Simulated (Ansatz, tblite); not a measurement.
Cost and result up the ladder for [TaO2F2]- (TaO₂F₂⁻) (5 atoms). The state is a singlet with charge -1. Geometry: PBE-D4/def2-SVPD.

```xyz
5

Ta   -0.0141   -0.0154    0.0000
O     0.0369   -1.4931    1.0046
O    -1.4877   -0.0895   -1.0093
F     1.5692    0.0354   -1.1632
F    -0.1043    1.5626    1.1680
```

Ansatz on 4 threads of AMD EPYC 9B45 on a shared host; xTB runs through tblite on one thread. Times are rough, summed over both states, and most runs start from the orbitals of an earlier one. PBE0-D4/def2-TZVPD serves as the yardstick here, not as an exact answer. The other state is a doublet.

In the def2 sets Ta takes a core potential; there is no spin–orbit coupling. The xTB rows come from tblite.

Raw xTB energies of ions are shifted by several eV.

```
                           level  functions  wall time  vertical IE (eV)  difference from PBE0-D4/def2-TZVPD (eV)
                        GFN2-xTB         25    0.004 s              9.93                                     5.06
                        GFN1-xTB         25    0.005 s             10.06                                     5.19
               PBE-D4/def2-TZVPD        203      1.8 s              4.71                                    -0.15
            r2SCAN-D4/def2-TZVPD        203        3 s              4.73                                    -0.14
PBE0-D4/def2-TZVPD (with forces)        203      3.1 s              4.87                                     0.00
```
